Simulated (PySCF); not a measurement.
A run for PySCF: R-HF/STO-3G on FHOTe (SMILES O[Te]F), a point of a torsion scan.

```python
from pyscf import gto, scf, dft, mp
from pyscf.data.elements import chemcore

mol = gto.M(
    atom='''
    O    -1.13152744    0.24173342    0.19881263
    Te    0.69043221    0.92975060   -0.02358496
    F     0.69082828    0.42573475   -1.94243580
    H    -1.24553670   -0.48120140   -0.42264626
    ''',
    basis='sto-3g',
    charge=0, spin=0, verbose=3, max_memory=1800)
mf = scf.RHF(mol)
mf.conv_tol = 1e-8
mf.max_cycle = 100
mf.kernel()
if not mf.converged:
    mf = mf.newton().run(mf.mo_coeff, mf.mo_occ)
```

### Question
What total energy does the run end on?

### Answer
-6719.5089 hartree.
